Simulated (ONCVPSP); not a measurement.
# potassium, ONCV: configuration errors across variants

K (Z = 19), optimised norm-conserving Vanderbilt (ONCV), made with ONCVPSP 4.0.1 (PBE, fully relativistic). Core [Ne], reference 3s2 3p6 4s1. Waves: 3s+4s: rc 2.25 bohr, ncon 5, nbas 8, qcut 7 1/bohr, 2 projectors; 3p: rc 1.50 bohr, ncon 4, nbas 7, qcut 5.1 1/bohr, 3 projectors, debl 0.8 Ha; d scattering state at 0.26 Ha: rc 2.30 bohr, ncon 4, nbas 7, qcut 4.1 1/bohr, 1 projector; f scattering state at 0.36 Ha: rc 2.40 bohr, ncon 4, nbas 7, qcut 4.3 1/bohr, 1 projector. Local part: polynomial inside 0.95 bohr (lpopt 5, dvloc0 -1 Ha). Core correction: none.

Open shells are filled in proportion to 2j + 1.

All-electron excitation energies from the reference (eV): (1) 3s2 3p6 4s0 4.314; (2) 3s2 3p6 4s0.5 1.641; (3) 3s2 3p6 4s0 4p1 1.553; (4) 3s1 3p6 4s1 41.994.

2 further variants failed, have other tests or another functional or relativity, and are left out.

Errors AE − PS in meV (a dash: test not solved or not reliable):

| change | (1) | (2) | (3) | (4) | bound ghosts | GHOST(+) flags above zero |
| --- | --- | --- | --- | --- | --- | --- |
| base | 0.0 | 0.0 | 0.0 | -56 | none | d5/2, f7/2, d3/2, f5/2 |
| core correction Teter function, fcfact 3.5, rcfact 1.75 | -0.1 | 0.0 | 0.0 | -79 | none | d5/2, f7/2, d3/2, f5/2 |
| f: qcut 3.9 | 0.0 | 0.0 | 0.0 | -56 | none | d5/2, f7/2, d3/2, f5/2 |
| local potential polynomial inside 1.35 bohr (lpopt 1, dvloc0 0 Ha) | 0.0 | 0.0 | 0.0 | -56 | none | none |
| p: rc 1.7 | 0.0 | 0.0 | 0.0 | -56 | none | p3/2, d5/2, f7/2, p1/2, d3/2, f5/2 |

Question: Give the same row for: p: rc 2.02.

Answer: 0.0, 0.0, 0.0, -60; bound ghosts: none; GHOST(+) flags above zero: d5/2, f7/2, d3/2, f5/2.
